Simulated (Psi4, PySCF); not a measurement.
Torsional profile of SMILES c1(ccc(s1)C=O)C(O)=O. Scanned: dihedral O1–C2–C3–S10; all other coordinates were relaxed at GFN2-xTB. Points at φ and −φ are mirror images. Heavy atoms are numbered in the order of the SMILES O=Cc1ccc(C(=O)O)s1, hydrogens after them in the order of the atoms that carry them; the mirror image has the same energies with the sign of each dihedral reversed.

RHF/6-31G* = restricted Hartree-Fock/6-31G*, spherical d, density fitting // GFN2-xTB run with PySCF; RKS-B3LYP/3-21G = restricted B3LYP/3-21G, density fitting // GFN2-xTB run with PySCF; RKS-B3LYP/6-311+G** = restricted B3LYP/6-311+G**, spherical d, density fitting // GFN2-xTB in PySCF 2.14.0; PBE-D3(BJ)/def2-SVP // GFN2-xTB (Psi4).

Energies relative to the lowest point of each profile, in kJ/mol; the last columns give the difference from PBE-D3(BJ):

```csv
φ / °,RHF/6-31G*,RKS-B3LYP/3-21G,RKS-B3LYP/6-311+G**,PBE-D3(BJ)/def2-SVP,RHF/6-31G* − PBE-D3(BJ)/def2-SVP,RKS-B3LYP/3-21G − PBE-D3(BJ)/def2-SVP,RKS-B3LYP/6-311+G** − PBE-D3(BJ)/def2-SVP
-160,8.5,9.8,7.8,7.1,1.4,2.7,0.8
-140,17.3,23.1,17.5,18.6,-1.3,4.4,-1.2
-120,28.3,40.0,30.6,34.3,-6.0,5.7,-3.8
-100,35.3,52.8,40.9,47.1,-11.8,5.7,-6.2
-80,35.1,52.7,40.6,47.0,-11.9,5.6,-6.5
-60,27.3,39.7,29.8,34.7,-7.4,5.0,-4.9
-40,14.9,21.5,15.4,18.3,-3.4,3.1,-2.9
-20,4.2,6.0,4.2,5.1,-0.9,1.0,-0.9
0,0.0,0.0,0.0,0.0,0.0,0.0,0.0
20,4.2,6.0,4.2,5.1,-0.9,1.0,-0.9
40,14.9,21.5,15.4,18.3,-3.4,3.1,-2.9
60,27.3,39.7,29.8,34.7,-7.4,5.0,-4.9
80,35.1,52.7,40.6,47.0,-11.9,5.6,-6.5
100,35.3,52.8,40.9,47.1,-11.8,5.7,-6.2
120,28.3,40.0,30.6,34.3,-6.0,5.7,-3.8
140,17.3,23.1,17.5,18.6,-1.3,4.4,-1.2
160,8.5,9.8,7.8,7.1,1.4,2.7,0.8
180,5.2,4.8,4.4,2.9,2.4,2.0,1.5
```

RHF/6-31G* is furthest from PBE-D3(BJ)/def2-SVP at -80 (-11.9 kJ/mol, below); its mean absolute difference over the points is 5.0 kJ/mol.

RKS-B3LYP/3-21G is furthest from PBE-D3(BJ)/def2-SVP at -100 (5.7 kJ/mol, above); its mean absolute difference over the points is 3.8 kJ/mol.

RKS-B3LYP/6-311+G** is furthest from PBE-D3(BJ)/def2-SVP at -80 (-6.5 kJ/mol, below); its mean absolute difference over the points is 3.1 kJ/mol.
